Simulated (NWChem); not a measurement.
System: Mg

NWChem input:

```
start job
memory heap 200 mb stack 900 mb global 1100 mb
geometry units angstroms noautoz
  Mg     0.000000     0.000000     0.000000
end
basis spherical
  Mg library 6-31g*
end
dft
  xc m06-2x
  grid xcoarse
  iterations 150
  mulliken
end
task dft gradient
```

NWChem printed, in part:

```
             Northwest Computational Chemistry Package (NWChem) 7.3.0
             --------------------------------------------------------

                             Geometry "geometry" -> ""
                             -------------------------

 Output coordinates in angstroms (scale by  1.889725989 to convert to a.u.)

  No.       Tag          Charge          X              Y              Z
 ---- ---------------- ---------- -------------- -------------- --------------
    1 Mg                  12.0000     0.00000000     0.00000000     0.00000000

 Effective nuclear repulsion energy (a.u.)       0.0000000000

                                 NWChem DFT Module
                                 -----------------

 Summary of "ao basis" -> "ao basis" (spherical)
 ------------------------------------------------------------------------------
       Tag                 Description            Shells   Functions and Types
 ---------------- ------------------------------  ------  ---------------------
 Mg                          6-31g*                  8       18   4s3p1d

            General Information
            -------------------
          SCF calculation type: DFT
          Wavefunction type:  closed shell.
          No. of atoms     :     1
          No. of electrons :    12
           Alpha electrons :     6
            Beta electrons :     6
          Charge           :     0
          Spin multiplicity:     1
          Use of symmetry is: off; symmetry adaption is: off
          Maximum number of iterations: 150
          AO basis - number of functions:    18
                     number of shells:     8
          Convergence on energy requested:  1.00D-06
          Convergence on density requested:  1.00D-05
          Convergence on gradient requested:  5.00D-04

              XC Information
              --------------
                       M06-2X Method XC Functional
                     Hartree-Fock (Exact) Exchange  0.540
                        M06-2X Exchange Functional  1.000
                      M06-2X Correlation Potential  1.000

             Grid Information
             ----------------
          Grid used for XC integration:  xcoarse
          Radial quadrature: Mura-Knowles
          Angular quadrature: Lebedev.
          Tag              B.-S. Rad. Rad. Pts. Rad. Cut. Ang. Pts.
          ---              ---------- --------- --------- ---------
          Mg                  1.50       42           7.0       194
          Grid pruning is: on
          Number of quadrature shells:    42
          Spatial weights used:  Erf1

      Superposition of Atomic Density Guess
      -------------------------------------

 Sum of atomic energies:        -199.59521929

      Non-variational initial energy
      ------------------------------

 Total energy =    -199.595219
 1-e energy   =    -279.443216
 2-e energy   =      79.847996
 HOMO         =      -0.252527
 LUMO         =       0.045968

     ---------------------------------------------
      Total Density - Mulliken Population Analysis
     ---------------------------------------------

    Atom       Charge   Shell Charges
 -----------   ------   -------------------------------------------------------
    1 Mg  12    12.00   2.00  2.00  5.97  0.96  0.03  1.04 -0.00  0.00

   convergence    iter        energy       DeltaE   RMS-Dens  Diis-err
 ---------------- ----- ----------------- --------- --------- ---------
 d= 0,ls=0.0,diis     1   -200.0361947594 -2.00D+02  9.62D-03  8.51D-03
 d= 0,ls=0.0,diis     2   -200.0375936179 -1.40D-03  1.26D-03  2.02D-05
 d= 0,ls=0.0,diis     3   -200.0361219065  1.47D-03  2.29D-03  1.61D-04
 d= 0,ls=0.0,diis     4   -200.0359669804  1.55D-04  4.30D-03  3.73D-04
 d= 0,ls=0.0,diis     5   -200.0362050398 -2.38D-04  2.55D-03  4.80D-05
  Resetting Diis
 d= 0,ls=0.0,diis     6   -200.0362403453 -3.53D-05  1.31D-04  1.12D-07
 d= 0,ls=0.0,diis     7   -200.0362404265 -8.12D-08  1.20D-05  1.31D-09
 d= 0,ls=0.0,diis     8   -200.0362404275 -9.75D-10  8.75D-07  1.73D-11

         Total DFT energy =     -200.036240427475
      One electron energy =     -279.537322855396
           Coulomb energy =       95.934882427118
    Exchange-Corr. energy =      -16.433799999196
 Nuclear repulsion energy =        0.000000000000

 Numeric. integr. density =       12.000001987970

                       DFT Final Molecular Orbital Analysis
                       ------------------------------------

 Vector    4  Occ=2.000000D+00  E=-1.999272D+00
              MO Center=  7.4D-17,  2.1D-17, -2.7D-17, r^2= 1.7D-01
   Bfn.  Coefficient  Atom+Function         Bfn.  Coefficient  Atom+Function
  ----- ------------  ---------------      ----- ------------  ---------------
     4      0.686296  1 Mg py                 5     -0.665808  1 Mg pz
     3     -0.268634  1 Mg px

 Vector    5  Occ=2.000000D+00  E=-1.999272D+00
              MO Center=  1.3D-16,  1.6D-16,  8.9D-17, r^2= 1.7D-01
   Bfn.  Coefficient  Atom+Function         Bfn.  Coefficient  Atom+Function
  ----- ------------  ---------------      ----- ------------  ---------------
     3      0.650761  1 Mg px                 4      0.637930  1 Mg py
     5      0.394997  1 Mg pz

 Vector    6  Occ=2.000000D+00  E=-2.260908D-01
              MO Center= -2.8D-16,  1.5D-16,  1.4D-16, r^2= 3.2D+00
   Bfn.  Coefficient  Atom+Function         Bfn.  Coefficient  Atom+Function
  ----- ------------  ---------------      ----- ------------  ---------------
     6      0.600282  1 Mg s                 10      0.466005  1 Mg s
     2     -0.255549  1 Mg s                  1      0.050166  1 Mg s

[...]

                         DFT ENERGY GRADIENTS

    atom               coordinates                        gradient
                 x          y          z           x          y          z
   1 Mg      0.000000   0.000000   0.000000   -0.000000  -0.000000  -0.000000
```

Level: M06-2X/6-31G* (spherical d).
